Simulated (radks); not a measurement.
All-electron atom: the lithium anion Li- in [He] 2s2. Calculated with a radial shooting solver on a logarithmic mesh with Libxc functionals: scalar-relativistic Kohn-Sham, LDA (Slater exchange, VWN5 correlation), spin-polarised, spherical densities, point nucleus; Watson sphere of charge +1 and radius 2.19 bohr.

Normalised radial functions P(r) = r R(r), r in bohr:

```
   r/bohr * 1s, o 2s (the largest magnitude, 1.16, reaches the edge; | marks zero, & curves that meet)
  0.03429                             |o     *
  0.04222                             | o     *
  0.05198                             | o      *
  0.06399                             |  o       *
  0.07879                             |  o         *
  0.09701                             |  o           *
   0.1185                             |   o             *
   0.1459                             |    o              *
   0.1796                             |    o                *
   0.2211                             |    o                  *
   0.2723                             |     o                   *
   0.3352                             |     o                    *
   0.4127                             |    o                     *
   0.5041                             |   o                     *
   0.6207                             |  o                   *
   0.7642                             |o                  *
   0.9409                            o|               *
    1.158                         o   |           *
    1.426                      o      |       *
    1.742                   o         |    *
    2.145                o            | *
    2.641               o             |*
    3.251                o            *
    4.003                  o          *
    4.928                     o       *
     6.02                        o    *
    7.411                           o *
    9.125                            o*
    11.23                             &
```

1s: eigenvalue -52.030 eV, 0 radial nodes, <r> = 0.595 bohr, 90 % of the charge inside 1.08 bohr. 2s: eigenvalue -4.500 eV, 1 radial node at r = 0.848 bohr, <r> = 3.29 bohr, 90 % of the charge inside 5.10 bohr.
